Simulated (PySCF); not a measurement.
A species of formula C2H6O2Si has this rotational fingerprint, computed with B3LYP/def2-SVPD in PySCF (dipole) on a GFN2-xTB geometry, gas phase:

```
Rotational constants : A = 6652, B = 3172, C = 2342 MHz
Dipole components    : |μa| = 0.08 D, |μb| = 3.00 D, |μc| = 0.23 D
Inertial defect      : -19.53 u·Å²
κ                    : -0.61
```

**Question.** Which candidate fits, each taken in the one conformer that was computed?
A. `[CH2:1]1[CH2:2][O:3][SiH2:4][O:5]1` with O5–C1–C2–O3 -21°, C1–C2–O3–Si4 16°, C2–O3–Si4–O5 -7°, O3–Si4–O5–C1 -7°
B. `[O:1]=[CH:2][CH2:3][SiH2:4][OH:5]` with O1–C2–C3–Si4 68°, C2–C3–Si4–O5 -48°, C3–Si4–O5–H 17°

**Answer.** B. It is O=CC[SiH2]O, an asymmetric top, point group C1. The candidates at the same level (rigid rotor, commonest isotopes):

| SMILES | A (MHz) | B (MHz) | C (MHz) | μa (D) | μb (D) | μc (D) | Δ (u·Å²) | point group | rotor |
| --- | --- | --- | --- | --- | --- | --- | --- | --- | --- |
| O=CC[SiH2]O | 6652 | 3172 | 2342 | 0.08 | 3.00 | 0.23 | -19.53 | C1 | asymmetric top |
| C1CO[SiH2]O1 | 6840 | 4992 | 3130 | 0.88 | 0.00 | 0.00 | -13.64 | C2 | asymmetric top |

`C1CO[SiH2]O1` has B 57 % too high. No structure here is proved a minimum.
